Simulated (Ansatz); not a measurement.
Nan (charge +1): PBE0/def2-TZVP single points in Ansatz on relaxed structures, gas phase. Each cluster is the lowest isomer that a short search found in that spin, judged at the geometry's level, and lower ones may exist. HOMO and LUMO are taken over both spins. Singlets are spin-restricted. The structures are stationary points that may keep the symmetry of their start. Remarks come from the PBE and PBE0 runs and from stability tests at other levels; not every state was tested.

| species | atoms | state | geometry | HOMO (eV) | LUMO (eV) | gap (eV) | lowest of the spins relaxed | point group (within 0.1 Å) | remarks |
| --- | --- | --- | --- | --- | --- | --- | --- | --- | --- |
| Na5⁺ | 5 | singlet | r2SCAN/def2-SVP | -6.63 | -4.31 | 2.32 | singlet, of singlet/triplet/quintet | – | – |
| Na9⁺ | 9 | singlet | r2SCAN/def2-SVP | -6.14 | -4.05 | 2.10 | – | – | restricted SCF unstable in HF |
| Na11⁺ | 11 | singlet | PBE/def2-SVP | -5.86 | -4.44 | 1.41 | – | – | restricted SCF unstable in HF |

(1) Estimate the rows for Na8⁺ (doublet, r2SCAN/def2-SVP geometry).

(1) 
```
species  atoms    state         geometry  HOMO (eV)  LUMO (eV)  gap (eV)  lowest of the spins relaxed  point group (within 0.1 Å)
   Na8⁺      8  doublet  r2SCAN/def2-SVP      -6.12      -4.72      1.41                            –                           –
```

The gap (eV) runs from 1.41 (Na8⁺) to 2.32 (Na5⁺). It alternates from one size to the next.
